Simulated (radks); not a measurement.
Cu+, 28 electrons, occupied as [Ne] 3s1 3p6 3d10 4s1 (not the ground configuration). Method: scalar-relativistic Kohn-Sham, exchange-only B88, spin-polarised, spherical densities, finite nucleus; open shells are filled with parallel spins first; Fermi nuclear charge, rms radius 3.8823 fm; computed with a radial shooting solver on a logarithmic mesh with Libxc functionals.

Normalised radial functions P(r) = r R(r), r in bohr:

r         3s down  3p down  3d down
0.002271   0.0833   0.0016   0.0000
0.002957   0.1056   0.0026   0.0000
0.003882   0.1339   0.0044   0.0000
0.005095   0.1683   0.0073   0.0000
0.006634   0.2078   0.0119   0.0001
0.008708   0.2540   0.0195   0.0002
0.01143    0.3038   0.0319   0.0004
0.01488    0.3509   0.0510   0.0008
0.01954    0.3901   0.0813   0.0017
0.02564    0.4065   0.1271   0.0036
0.03339    0.3836   0.1914   0.0073
0.04383    0.2991   0.2816   0.0150
0.05707    0.1419   0.3916   0.0293
0.07491   -0.0982   0.5164   0.0567
0.09832   -0.3834   0.6228   0.1054
0.128     -0.6232   0.6584   0.1834
0.168     -0.7061   0.5586   0.3055
0.2206    -0.5011   0.2670   0.4731
0.2872    -0.0046  -0.1897   0.6661
0.377      0.6610  -0.7265   0.8588
0.4948     1.1863  -1.1349   0.9906
0.6444     1.3188  -1.2455   1.0131
0.8458     1.0592  -1.0495   0.9193
1.11       0.6260  -0.6868   0.7425
1.446      0.2754  -0.3528   0.5405
1.897      0.0814  -0.1311   0.3438
2.491      0.0151  -0.0334   0.1876
3.243      0.0017  -0.0056   0.0865
4.257      0.0001  -0.0005   0.0303
5.587      0.0000  0.0000   0.0076
7.275      0.0000  0.0000   0.0013

3s down (empty): eigenvalue -128.36 eV, 2 radial nodes at r = 0.0676, 0.288 bohr, <r> = 0.709 bohr, 90 % of the charge inside 1.06 bohr. 3p down: eigenvalue -85.800 eV, 1 radial node at r = 0.260 bohr, <r> = 0.744 bohr, 90 % of the charge inside 1.15 bohr. 3d down: eigenvalue -17.910 eV, 0 radial nodes, <r> = 0.931 bohr, 90 % of the charge inside 1.63 bohr.
